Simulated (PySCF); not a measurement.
## Vertical excitation energies

Compound: C₃H₈OSSi₂.
SMILES: `O=C[C@H]1[SiH2]CS[SiH2]1`

Method: TDDFT B3LYP/def2-SVPD, vertical, gas phase, core orbitals frozen in the response in PySCF. One conformer (not necessarily the lowest) at the GFN2-xTB geometry, without solvent, vibrations or thermal averaging.

Q: Predict the UV-vis stick spectrum at this level.

A: 

```
state  E (eV)  ν̃ (cm⁻¹)       f  main configurations (H = HOMO, L = LUMO)
   S1    4.23      34140  0.0010                    H-1→L (81%), H→L (14%)
   S2    4.57      36860  0.0017                    H→L (82%), H-1→L (14%)
   S3    5.32      42950  0.0035                               H→L+1 (92%)
   S4    5.51      44430  0.0048                               H→L+2 (94%)
   S5    5.81      46880  0.0096                               H→L+3 (95%)
   S6    5.95      48030   0.039                               H-2→L (91%)
   S7    6.11      49300  0.0020                             H-1→L+2 (90%)
   S8    6.15      49620  0.0006                             H-1→L+1 (87%)
```

Triplets (Tamm–Dancoff): T1 3.72 eV, H-1→L (86%); T2 4.38 eV, H→L (76%), H→L+1 (15%); T3 4.96 eV, H→L+1 (74%), H→L (14%).

The lowest singlet comes at 293 nm (408 kJ/mol) in the ultraviolet; it is very weak; its leading configuration is HOMO-1→LUMO (81%). The most intense listed level is S6 at 5.95 eV (208 nm, f = 0.039), 1.72 eV above S1. S1 has the pattern of n→π* at C=O. The oscillator strengths of these states sum to 0.062; summed over the whole spectrum of an exact calculation they would give the number of electrons, 78 (Thomas–Reiche–Kuhn). Of the 8 states listed, 1 reaches f = 0.01 and none stays under 0.0005. The listed states span 1.92 eV, and the widest gap between neighbours is 0.76 eV (S2 to S3). No computed singlet lies in the visible range (380 to 750 nm); the lowest, at 293 nm, stands 0.97 eV above its violet end (3.26 eV). Singlets were solved by full linear response, triplets in the Tamm–Dancoff approximation.
